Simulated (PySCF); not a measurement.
[Zn(OH)(Cl)], neutral singlet in the gas phase. 

Cartesian coordinates (Å):
```xyz
4

Zn    -0.0065    -0.0163     0.0621
O     -0.5739    -1.6788    -0.2225
H     -1.1363    -1.9944     0.5094
Cl     0.7510     1.9405     0.2416
```
Charge 0, spin multiplicity 1.

All levels are single points at this geometry (PBE-D3(BJ)/def2-SVP); Pople sets use spherical d functions. Orbital energies aren't observables, and empty levels follow the basis.

HF/6-31G* (LANL2DZ on Zn) in PySCF gives HOMO (eV) = -12.20.

Problem. Estimate the HOMO (eV) from each of these levels: TPSSh-D3(BJ)/def2-TZVP in PySCF; B3LYP/6-311+G** (LANL2DZ on Zn) in PySCF; M06-2X/6-31G* (LANL2DZ on Zn) in PySCF; PBE/6-31G* (LANL2DZ on Zn) in PySCF; HF/STO-3G in PySCF.

Solution. 
```tsv
level	HOMO (eV)
TPSSh-D3(BJ)/def2-TZVP in PySCF	-7.74
B3LYP/6-311+G** (LANL2DZ on Zn) in PySCF	-8.41
M06-2X/6-31G* (LANL2DZ on Zn) in PySCF	-9.94
PBE/6-31G* (LANL2DZ on Zn) in PySCF	-6.64
HF/STO-3G in PySCF	-5.86
```
